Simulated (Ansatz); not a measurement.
Program: Ansatz 0.2.0.

A structure relaxed at PBE0-D4/def2-TZVP, charge 0, multiplicity 1:

Cartesian coordinates in Å:
```
C 0.0433 -1.4896 -0.6930
C 0.8166 -0.4293 0.0679
C 1.4658 -0.9851 1.3186
O -0.0276 0.6370 0.4410
Al -1.1200 1.6443 -0.3388
O -2.0084 2.7814 0.5412
O -1.3358 1.5415 -2.0127
H 0.6994 -2.3095 -0.9956
H -0.7490 -1.9020 -0.0611
H -0.4102 -1.0671 -1.5932
H 1.6062 -0.0379 -0.5898
H 2.1694 -1.7835 1.0706
H 2.0057 -0.1991 1.8496
H 0.7034 -1.3903 1.9893
H -1.9173 2.8760 1.4876
H -1.9413 2.1132 -2.4816
```

(1) Give its formula and SMILES.

(2) Point group (tolerance 0.08 Å, 0.16 Å for H)?

(3) Summarise the bond lengths by kind.

Answers

(1) C3H9AlO3, `CC(C)[O][Al]([OH])[OH]`.

(2) C1.

(3) 2 × C–C 1.515 to 1.517 Å; 7 × C–H 1.091 to 1.100 Å; 1 × C–O 1.410 Å; 3 × Al–O 1.678 to 1.691 Å; 2 × H–O 0.956 Å.
